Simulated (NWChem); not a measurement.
## Basis-set dependence for AgF

```xyz
2

Ag     0.0000     0.0000    -0.3172
F      0.0000     0.0000     1.6566
```
Charge 0, spin multiplicity 1.

Program: NWChem. Structure: optimised with PBE0/def2-SVP with def2 effective core potentials on Ag, a minimum by its harmonic frequencies.

Hartree-Fock energies in Ha, correlation energies in mHa.

Effective core potentials replace the inner electrons of Ag; spin-orbit coupling is left out. The correlated methods keep 5 core orbitals frozen. The structure started from a generated list of species. Coupled-cluster values serve here as a point of comparison, not as the truth.

```tsv
basis	functions	RHF	MP2	SCS-MP2	CCSD	CCSD+T(CCSD)	CCSD(T)	CR-CCSD[T]	CR-CCSD(T)
def2-SVP	45	-245.42511	-429.1	-390.9	-422.6	-434.0	-431.5	-431.9	-429.9
def2-TZVP	71	-245.58779	-556.4	-514.0	-539.9	-555.1	-553.1	-552.2	-550.6
def2-QZVP	129	-245.59799	-699.9	-646.7	not run	not run	not run	not run	not run
```

From def2-TZVP to def2-QZVP the Hartree-Fock energy moves by -10.2 mHa and the MP2 correlation energy by -143.5 mHa, which is 20 % of its value in the larger set.
